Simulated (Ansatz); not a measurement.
Relaxation of FH₇OSi₂ (11 atoms, charge 0, multiplicity 1), to a largest force component of 0.03 eV/Å in at most 50 steps.

Computed with RKS PBE-D4/def2-SVP in Ansatz.

```xyz
11
Properties=species:S:1:pos:R:3
Si 0.060 -0.444 -0.470
O 0.259 0.028 2.368
Si -1.202 -0.267 3.173
H -2.167 -1.060 2.328
H -0.977 -1.018 4.460
H -1.793 1.081 3.458
H 1.164 0.567 -0.336
H -1.274 0.099 -0.052
H -0.057 -0.904 -1.902
F 0.438 -1.776 0.378
H 0.796 -0.790 2.218
```

Question: Where does it end, and by what steps?

Answer: The run converged. After 8 steps the energy has fallen by 0.055 eV; H6 moved furthest, 0.34 Å.

```
step  energy less start (eV)  largest force component (eV/Å)  accepted
   0                  0.0000                           0.856       yes
   1                 -0.0272                           0.441       yes
   2                 -0.0414                           0.189       yes
   3                 -0.0477                           0.177       yes
   4                 -0.0499                           0.076       yes
   5                 -0.0518                           0.052       yes
   6                 -0.0533                           0.075       yes
   7                 -0.0541                           0.055       yes
   8                 -0.0547                           0.029       yes
```

```xyz
11
Properties=species:S:1:pos:R:3
Si 0.117 -0.452 -0.624
O 0.207 -0.055 2.453
Si -1.219 -0.233 3.330
H -2.321 -0.852 2.503
H -1.027 -1.087 4.559
H -1.626 1.150 3.744
H 1.026 0.724 -0.438
H -1.308 -0.138 -0.281
H 0.205 -0.967 -2.031
F 0.640 -1.693 0.349
H 0.555 -0.882 2.058
```

The run took 18 s on 2 threads of Arm Neoverse V1, on a shared host, peak memory 0.13 GiB.
